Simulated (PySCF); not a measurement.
Ge(2+) (germanium, charge +2): UHF calculation

Configuration: [Ar] 3d10 4s2, closed-shell 1S. All numbers are calculated (PySCF 2.14, no relativity, point nucleus, in def2-QZVPPD).

```json
{"Total energy": "-2074.528882 hartree", "One-electron energy": "-2872.2206 hartree", "Hartree (Coulomb) energy": "874.6854 hartree", "Exchange energy": "-76.9937 hartree", "Kinetic energy": "2074.49832 hartree", "⟨S²⟩": "0.0000", "⟨L²⟩": "0.000", "Sum of ⟨r⟩": "18.04 bohr", "Sum of ⟨r²⟩": "20.09 bohr²", "Density at the nucleus (Gaussians lack the cusp)": "22300 bohr⁻³", "Langevin diamagnetic susceptibility": "-15.9 ×10⁻⁶ cm³/mol"}
```

```csv
shell,electrons,mean orbital energy (hartree),"rms radius, mean of both spins (bohr)"
1s,2,-405.99010,0.0554
2s,2,-52.88840,0.231
2p,6,-46.97358,0.205
3s,2,-7.92622,0.678
3p,6,-5.89315,0.705
3d,10,-2.36782,0.805
4s,2,-1.17463,2.16
```
